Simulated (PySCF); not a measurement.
A structure optimised at PBE-D3(BJ)/def2-SVP, used in a PySCF frequency run:

```xyz
7

Ta    -0.0018    -0.2154     0.0000
F      1.8936    -0.0984     0.0000
F     -1.8899    -0.0735     0.0000
F      0.0005    -1.1030    -1.6531
F      0.0005    -1.1030     1.6531
S     -0.0743     2.1740     0.0000
H      1.2798     2.3385     0.0000
```
Charge 0, spin multiplicity 1.

**Question.** Write its SMILES, formula and point group.

**Answer.** [F][Ta]([F])([F])([F])[SH], F₄HSTa, Cs

**Question.** What are its rotational constants (standard atomic weights)?

**Answer.** 2.0927, 1.6023, 1.4471 GHz
